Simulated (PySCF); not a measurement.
# TDDFT excited states: C4H6N2Si

C4H6N2Si.
SMILES: `N#CC(C#N)C[SiH3]`

Method used: TDDFT CAM-B3LYP/def2-SVPD, vertical, gas phase, core orbitals frozen in the response (PySCF 2.14.0, density-fitted response routines). One conformer (not necessarily the lowest) at the GFN2-xTB geometry, without solvent, vibrations or thermal averaging. Torsions of this conformer, `[N:1]#[C:2][CH:3]([C:4]#[N:5])[CH2:6][SiH3:7]`: C2–C3–C6–Si7 -61°.

Task: List the vertical singlet excitations with oscillator strengths and describe the spectrum.

Result: 

```csv
state,E (eV),ν̃ (cm⁻¹),f,symmetry,"main configurations (H = HOMO, L = LUMO)"
S1,7.62,61480,0.0052,A′,"H→L+1 (35%), H-2→L+1 (15%), H-4→L+1 (13%)"
S2,7.82,63090,0.0001,–,"H-3→L (20%), H-6→L+1 (18%)"
S3,8.00,64530,0.014,A′,"H→L (53%), H-2→L+1 (10%), H-5→L+1 (8%)"
S4,8.03,64800,0.0015,–,H-3→L+1 (37%)
S5,8.12,65480,0.0000,–,"H-6→L+1 (23%), H-3→L (19%), H-1→L+1 (13%)"
S6,8.13,65560,0.0044,A′,"H-2→L (15%), H-3→L+4 (14%), H-3→L+3 (12%)"
S7,8.37,67550,0.026,A′,"H→L (34%), H-4→L (8%)"
S8,8.73,70390,0.0098,A′,"H→L+1 (45%), H-4→L+1 (17%), H-2→L+1 (12%)"
```

Triplets, Tamm–Dancoff:

```json
{"state": "T1", "E (eV)": "6.43", "λ (nm)": "192.9", "main configurations (H = HOMO, L = LUMO)": "H-3→L+1 (37%)"}
{"state": "T2", "E (eV)": "6.44", "λ (nm)": "192.6", "main configurations (H = HOMO, L = LUMO)": "H-5→L+1 (14%)"}
{"state": "T3", "E (eV)": "6.94", "λ (nm)": "178.6", "main configurations (H = HOMO, L = LUMO)": "H→L+1 (22%), H-4→L+1 (11%), H-2→L+1 (10%)"}
```

The lowest singlet lies at 7.62 eV (163 nm, vacuum ultraviolet) and is weak; its leading configuration is HOMO→LUMO+1 (35%). The most intense listed level is S7 at 8.37 eV (148 nm, f = 0.026), 0.75 eV above S1. S5/S6 lie within about 0.01 eV of each other. Löwdin shares by element: HOMO carbon 37% or more, silicon 19%, nitrogen 7% or more (atoms not listed hold the other 37%); LUMO carbon 35% or more, hydrogen 14% or more (atoms not listed hold the other 51%). Weighted by f, the mean energy of these states is 8.25 eV. The oscillator strengths of these states sum to 0.061; summed over the whole spectrum of an exact calculation they would give the number of electrons, 58 (Thomas–Reiche–Kuhn). The listed states span 1.10 eV, and the widest gap between neighbours is 0.35 eV (S7 to S8). Symmetry labels in Cs follow from the direction of the transition dipole and are given only for states with f of 0.002 or more. The window holds the lowest 8 singlets.

Hardware: one thread of an Arm Neoverse N1 (shared host). Cost: 62 s of wall time (grids of density and orbitals included), 0.88 GiB resident at most.
